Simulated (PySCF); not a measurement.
Screening by computed properties: pick the candidate that meets the target.

Species are written as SMILES; each is one conformer at its optimised geometry, gas phase, non-relativistic unless stated; the electronic structure was computed with PySCF and density fitting.

The conformers computed, where there is a choice (atom-mapped SMILES and torsion angles):
- `[CH2:1][C@H:2]([F:3])/[CH:4]=[C:5](\[CH3:6])[CH2:7][F:8]`: C1–C2–C4–C5 83°, C4–C5–C7–F8 -1°
- `[CH2:1]/[N:2]=[CH:3]/[C@H:4]([C:5]#[N:6])[C:7]#[C:8][CH3:9]`: N2–C3–C4–C5 -103°
- `[N:1]#[C:2][CH2:3][O:4][C@@H:5]1[CH2:6][C@@:7]12[C:8]=[CH:9]2`: C2–C3–O4–C5 73°, C3–O4–C5–C6 -85°
- `[CH2:1]=[CH:2][S+:3][CH2:4][S@@:5]([CH3:6])=[O:7]`: C1–C2–S3–C4 -14°, C2–S3–C4–S5 -58°, S3–C4–S5–C6 -50°

Task: Wanted: smallest rotational constant below 0.96 GHz (GFN2-xTB) and isotropic g value below 2.0026 (unrestricted B3LYP/pcH-1, mean-field spin–orbit), at GFN2-xTB geometries. Which candidate meets both?
A. `[CH2][C@H](F)/C=C(\C)CF` [radical]
B. `C=C[S+]C[S@@](C)=O` [radical]
C. `N#CCO[C@@H]1C[C@@]12[C]=C2` [radical]
D. `C(#N)[C@H](C#CC)/C=N/[CH2]` [radical]

Result: D. Computed values:
| species | smallest rotational constant | isotropic g value |
| --- | --- | --- |
| C(#N)[C@H](C#CC)/C=N/[CH2] [radical] | 0.674 GHz | 2.00228 |
| N#CCO[C@@H]1C[C@@]12[C]=C2 [radical] | 0.895 GHz | 2.00269 |
| [CH2][C@H](F)/C=C(\C)CF [radical] | 1.020 GHz | 2.00249 |
| C=C[S+]C[S@@](C)=O [radical] | 1.304 GHz | 2.00517 |
